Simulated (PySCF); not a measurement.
isocyanic acid anion (CHNO), SMILES N=C=O (connectivity only; charge and spin as stated), charge -1, multiplicity 2. Coordinates come from a PBE-D3(BJ)/def2-TZVPD optimisation. The spin state was assumed, not searched.

Calculation: PBE-D3(BJ)/def2-TZVPD (PySCF 2.14.0).

Harmonic wavenumbers (cm⁻¹): 567, 648, 1104, 1136, 1726, 3433. Rotational constants (GHz): 223.2, 11.23, 10.69; symmetry number 1.

Work out the zero-point energy and the ideal-gas rigid-rotor harmonic-oscillator thermochemistry at 298.15 K and 1 atm.

ZPE = ½ Σ hcν = ½ × 8613 cm⁻¹ = 12.31 kcal/mol. H − E(el) = 14.91 kcal/mol. Entropy in cal/(mol K): translation 37.20, rotation 20.02, vibration 1.00, spin 1.38, total 59.61. G − E(el) = -2.86 kcal/mol. Cp = 10.54 cal/(mol K).
